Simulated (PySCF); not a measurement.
Species: `CC1=C[SiH2]C(C)=C1C(=O)O`. The columns A, B, C and D hold Mulliken, IAO, Hirshfeld and ESP-fitted charges (e) of one PBE0/pcSseg-1 density (PySCF), in a shuffled order. Coordinates in Å (GFN2-xTB); the density's dipole moment is (1.05, -0.48, 0.73) D.

| atom | x | y | z | A | B | C | D |
| --- | --- | --- | --- | --- | --- | --- | --- |
| C1 | 2.233 | 1.011 | -0.646 | -0.125 | -0.588 | -0.093 | -0.429 |
| C2 | 1.217 | -0.046 | -0.369 | +0.016 | +0.342 | -0.260 | +0.046 |
| C3 | 1.454 | -1.363 | -0.465 | -0.168 | -0.626 | -0.347 | -0.470 |
| Si4 | -0.094 | -2.346 | -0.096 | +0.335 | +0.522 | +0.756 | +0.743 |
| C5 | -1.028 | -0.710 | 0.158 | -0.052 | +0.012 | -0.486 | -0.194 |
| C6 | -2.463 | -0.609 | 0.525 | -0.124 | -0.528 | -0.139 | -0.428 |
| C7 | -0.166 | 0.318 | -0.001 | -0.025 | -0.234 | -0.068 | -0.082 |
| C8 | -0.568 | 1.723 | 0.206 | +0.211 | +0.780 | +0.445 | +0.517 |
| O9 | -1.599 | 2.224 | -0.176 | -0.261 | -0.564 | -0.411 | -0.464 |
| O10 | 0.320 | 2.431 | 0.931 | -0.158 | -0.595 | -0.367 | -0.482 |
| H11 | 1.851 | 1.723 | -1.378 | +0.043 | +0.169 | +0.128 | +0.151 |
| H12 | 3.148 | 0.566 | -1.030 | +0.047 | +0.165 | +0.119 | +0.149 |
| H13 | 2.464 | 1.562 | 0.264 | +0.039 | +0.185 | +0.149 | +0.167 |
| H14 | 2.424 | -1.739 | -0.746 | +0.038 | +0.228 | +0.081 | +0.151 |
| H15 | -0.058 | -3.135 | 1.137 | -0.068 | -0.095 | -0.075 | -0.110 |
| H16 | -0.624 | -3.117 | -1.221 | -0.067 | -0.093 | -0.076 | -0.109 |
| H17 | -2.635 | -1.102 | 1.483 | +0.047 | +0.152 | +0.127 | +0.153 |
| H18 | -3.061 | -1.134 | -0.219 | +0.051 | +0.159 | +0.129 | +0.157 |
| H19 | -2.806 | 0.420 | 0.582 | +0.035 | +0.191 | +0.147 | +0.164 |
| H20 | -0.013 | 3.333 | 1.058 | +0.187 | +0.418 | +0.241 | +0.372 |

Problem. Which column most likely holds the ESP-fitted charges?

Solution. B. Σ q r misses the density's dipole by 0.04 D (B), 0.35 D (A), 1.90 D (D), 2.38 D (C). Charges fitted to the outside potential are the only set here that is tied to the molecule's multipoles.

Problem. And the Hirshfeld charges?

Solution. A. The mean sizes are 0.105 e (A), 0.232 e (C), 0.277 e (D), 0.332 e (B), and Hirshfeld charges are commonly the smallest of these schemes.

As computed, A = Hirshfeld, B = ESP-fitted, C = Mulliken, D = IAO. Hydrogens on carbon: Hirshfeld +0.04 to +0.05, ESP-fitted +0.15 to +0.23, Mulliken +0.08 to +0.15, IAO +0.15 to +0.17 e.

The ESP scheme fits charges at the nuclei, held to the total charge, to the electrostatic potential on points at 1.4 to 2.0 times the van der Waals radii. The Hirshfeld scheme weights the molecular density at each point by an atom's share of the summed free-atom densities.

Geometry: GFN2-xTB, one conformer, isolated molecule.

Conformer computed: `[CH3:1][C:2]1=[CH:3][SiH2:4][C:5]([CH3:6])=[C:7]1[C:8](=[O:9])[OH:10]`: C5–C7–C8–O9 -43°, H–O10–C8–C7 -178°.
